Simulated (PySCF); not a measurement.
**HoP: energy against distance**

Set-up: Ho x2c-SVPall, P x2c-SVPall; spin-free X2C with a Gaussian nucleus (PySCF 2.14). Energies in eV from Ho (4f11 6s2) + P in their ground configurations at the same level. State: quintet, about 10.1 electrons in the 4f shell (Mulliken), real f orbitals that mix terms.

All columns are PBE0. A positive dipole means Ho(−)P(+).

```
R (Å)  E (eV)  μ (D)  Mulliken charge on Ho (basis-dependent)  HOMO (eV)  LUMO (eV)  Mayer bond order  ⟨S²⟩
1.990  -0.044  -4.81                                     0.19      -4.51      -2.36              3.23  6.08
2.083  -0.819  -5.56                                     0.21      -4.72      -2.43              3.20  6.03
2.175  -1.249  -6.08                                     0.22      -5.00      -2.49              3.16  6.03
2.245  -1.402  -6.27                                     0.23      -5.05      -2.54              3.10  6.09
2.314  -1.443  -6.41                                     0.23      -4.94      -2.58              3.03  6.15
2.383  -1.398  -6.53                                     0.24      -4.84      -2.62              2.97  6.21
2.476  -1.266  -6.82                                     0.30      -4.47      -2.54              2.68  6.21
```

⟨S²⟩ of the unrestricted solution departs from its pure value on part of the curve, where spin states mix. These are scalar-relativistic numbers at best; spin–orbit coupling would shift them, the dissociation energy most. With d or f electrons several states lie close, and the lowest PBE0 determinant need not be the measured ground state.
